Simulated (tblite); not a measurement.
Species: C6H13OP.
Geometry (GFN2-xTB, Å), atoms numbered from 1 in this order:
```xyz
21
C6H13OP angstrom
C     -1.0101   -1.9292   -0.1446
C     -0.7415   -0.4950    0.2925
C     -1.0859    0.5267   -0.7971
C     -0.7326    1.9011   -0.2394
P      0.7629    1.6139    0.7922
O      0.7604    2.2344    2.1191
C      0.7128   -0.2325    0.7227
C      1.7779   -0.7843   -0.2146
H     -0.7238   -2.6269    0.6387
H     -0.4563   -2.1720   -1.0476
H     -2.0695   -2.0639   -0.3515
H     -1.3729   -0.2689    1.1616
H     -2.1418    0.4668   -1.0660
H     -0.4996    0.3174   -1.6933
H     -1.5089    2.2667    0.4382
H     -0.5719    2.6503   -1.0142
H      1.8534    1.9832   -0.0001
H      0.8811   -0.6168    1.7343
H      1.6193   -0.4403   -1.2344
H      2.7599   -0.4418    0.1100
H      1.7781   -1.8719   -0.2069
```

Computed values, GFN2-xTB/tblite, gas phase, harmonic and unscaled. Errors from tens to a few hundred cm⁻¹ against measured bands are possible. Modes of hydrogen on phosphorus can be 10 to 20 % off. One conformer, not necessarily the lowest.

Harmonic wavenumbers (cm⁻¹): 44.2, 177.0, 197.3, 216.0, 239.3, 261.1, 287.2, 340.6, 366.2, 412.1, 493.0, 549.8, 703.6, 739.4, 749.2, 818.0, 872.0, 916.6, 935.5, 961.2, 1004.8, 1012.1, 1035.2, 1048.4, 1051.4, 1108.5, 1137.7, 1162.1, 1192.8, 1206.6, 1232.4, 1282.4, 1287.7, 1300.5, 1321.0, 1343.4, 1404.5, 1412.8, 1433.3, 1485.7, 1490.3, 1497.3, 1504.3, 1513.1, 2248.3, 2906.6, 2929.3, 2952.8, 2978.3, 2985.8, 2992.7, 3012.6, 3028.9, 3033.1, 3036.8, 3040.0, 3047.4.

A = 2643, B = 1384, C = 1131 MHz; mass 132.070 u (most abundant isotopes); point group C1, symmetry number 1.

Q: What is the zero-point energy?

A: ½Σν̃ = 39470 cm⁻¹ = 112.85 kcal/mol.

Q: What is S at 350 K and 1 bar for an ideal gas of classical rigid rotors and harmonic oscillators?

A: Translation 41.37, rotation 29.22, vibration 28.55: S = 99.1 cal/(mol K).

Q: And Cp and H(350 K) − H(0)?

A: Cp = 42.86 cal/(mol K), of which vibrations give 34.92 (their classical limit is 57 R = 113.3); H(350 K) − H(0) = 8.42 kcal/mol without the zero-point energy, 5.64 from vibrations.

Q: Which modes carry the vibrational entropy at 350 K?

A: 44.2 cm⁻¹: 5.38; 177.0 cm⁻¹: 2.66; 197.3 cm⁻¹: 2.46; 216.0 cm⁻¹: 2.29; 239.3 cm⁻¹: 2.10; 261.1 cm⁻¹: 1.94 cal/(mol K); the other 51 give 11.73 together.

Q: How do the functions run with temperature in this model?

A: 
| T (K) | S (cal/(mol K)) | Cp (cal/(mol K)) | H − H(0) (kcal/mol) | G − H(0) (kcal/mol) | ln q(vib) |
| --- | --- | --- | --- | --- | --- |
| 100 | 65.9 | 16.1 | 1.12 | -5.47 | 1.03 |
| 200 | 80.3 | 26.4 | 3.25 | -12.81 | 2.94 |
| 300 | 93.0 | 37.2 | 6.42 | -21.48 | 5.12 |
| 500 | 117.1 | 58.3 | 16.05 | -42.51 | 9.83 |
| 800 | 149.6 | 79.5 | 37.01 | -82.64 | 17.15 |
| 1000 | 168.4 | 88.8 | 53.88 | -114.47 | 21.88 |

q(vib) and H(0) count from the zero-point level.

Q: What must be added to the electronic energy to get the Gibbs energy at 350 K and 1 bar?

A: ZPE + [H(350 K) − H(0)] − T·S = 112.85 + 8.42 − 34.70 = 86.57 kcal/mol.

Q: Blend soft modes into free rotors: weight 1/[1 + (100 cm⁻¹/ν̃)⁴] for the oscillator and the rest for a rotor with moment μB/(μ + B), μ = h/(8π²ν), B = 10⁻⁴⁴ kg m². What vibrational entropy results?

A: 27.04 cal/(mol K) in place of 28.55, which changes −T·S at 350 K by +0.53 kcal/mol.

Hindered rotation and anharmonicity are outside this model. Other conformers, if any are populated, would add a mixing term that is left out. The structure is chiral; the term R ln 2 for an equal mix with its mirror image is left out.
